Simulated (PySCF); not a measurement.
**Radial density of Rh (rhodium, neutral)**

B3LYP, [Kr] 4d8 5s1, high-spin 4F determinant. Calculation: PySCF 2.14, in cc-pVDZ-PP with ECP28MDF (4s4p3d1f, 38 functions); a scalar-relativistic core potential. This is the valence pseudo-density: the core potential removes the inner electrons and smooths the orbitals near the nucleus.

```
r (bohr)  4πr²ρ (e/bohr)  4πr²(ρα − ρβ)
  0.0198       1.186e-05         0.0000
  0.0333       3.027e-05         0.0000
  0.0561       7.486e-05         0.0000
  0.0943       0.0003092         0.0000
   0.159        0.003304         0.0004
   0.267         0.05757         0.0073
   0.449           1.413         0.1238
   0.755           11.92         0.9367
    1.27           11.58         1.4176
    2.14           2.826         0.8370
    3.59          0.5485         0.3256
    6.04         0.04390         0.0380
    10.2       0.0002949         0.0003
```

Energies and moments cover only the electrons outside the core potential.
